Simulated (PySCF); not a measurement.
**Low-lying terms of B⁺ (boron, charge +1)**

Ground state [He] 2s2, ¹S. Computed with PySCF 2.14 in aug-cc-pVTZ-DK with one added diffuse shell each of s, p, d, f type (6s5p4d3f, 62 functions), with the spin-free X2C one-electron Hamiltonian (Gaussian nucleus). Vertical excitation energies in eV without spin-orbit coupling; excited terms of each kind are numbered among those the solver found. Frozen: nothing.

```json
{"term": "1 3P°", "leading excitation": "2s → p", "EOM-EE-CCSD": "4.626", "measured centre of gravity (NIST)": "4.631 (2s2p)"}
{"term": "1 1P°", "leading excitation": "2s → p", "EOM-EE-CCSD": "9.174", "measured centre of gravity (NIST)": "9.100 (2s2p)"}
{"term": "1 3S", "leading excitation": "2s → s", "EOM-EE-CCSD": "16.102", "measured centre of gravity (NIST)": "16.090 (2s3s)"}
{"term": "2 3P°", "leading excitation": "2s → p", "EOM-EE-CCSD": "17.858", "measured centre of gravity (NIST)": "n/a"}
{"term": "2 1P°", "leading excitation": "2s → p", "EOM-EE-CCSD": "17.885", "measured centre of gravity (NIST)": "n/a"}
{"term": "1 3D", "leading excitation": "2s → d", "EOM-EE-CCSD": "18.618", "measured centre of gravity (NIST)": "n/a"}
{"term": "1 1D", "leading excitation": "2s → d", "EOM-EE-CCSD": "19.142", "measured centre of gravity (NIST)": "n/a"}
```

Only the lower part of the computed list is shown. Doubly excited terms such as np² are absent. The solver can miss terms. Rydberg members are limited by the diffuse functions of the basis.
